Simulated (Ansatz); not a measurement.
Stepwise reaction of `O[SiH](F)[SiH3]` with hydrogen chloride, as a gas-phase model of exchange steps in deposition or etching. ΔE in kJ/mol.

Calculated with Ansatz (gas phase, PBE0-D4/def2-TZVP geometries, no zero-point term in ΔE). CBS: MP2 limit from def2 TZ/QZ plus the TZ coupled-cluster correction, frozen cores. This one scheme is used for every species. Functionals use def2-TZVPP. B3LYP here is the variant with VWN-RPA as its local correlation; programs differ in this. One conformer a species, not always the lowest.

```csv
step,reaction,PBE-D4,B3LYP-D4,ωB97M-V,CCSD(T)/CBS
1,`O[SiH](F)[SiH3]` + HCl → `O[SiH](F)[SiH2]Cl` + H₂,-72.8,-71.8,-72.3,-71.6
2,`O[SiH](F)[SiH2]Cl` + HCl → `O[SiH](F)[SiH](Cl)Cl` + H₂,-80.6,-79.4,-79.4,-78.1
```

Question: By hand: ΔE of the 2 steps together at CCSD(T)/CBS.

Answer: (-71.6) + (-78.1) = -149.7 kJ/mol, or -74.8 kJ/mol a step.

In ΔE each step is lower than the one before. All are downhill at CCSD(T)/CBS. PBE-D4 differs from CCSD(T)/CBS by -2.5 to -1.2 kJ/mol a step. Isolated molecules leave out the surface, adducts and barriers. Largest T1 diagnostic: 0.013.
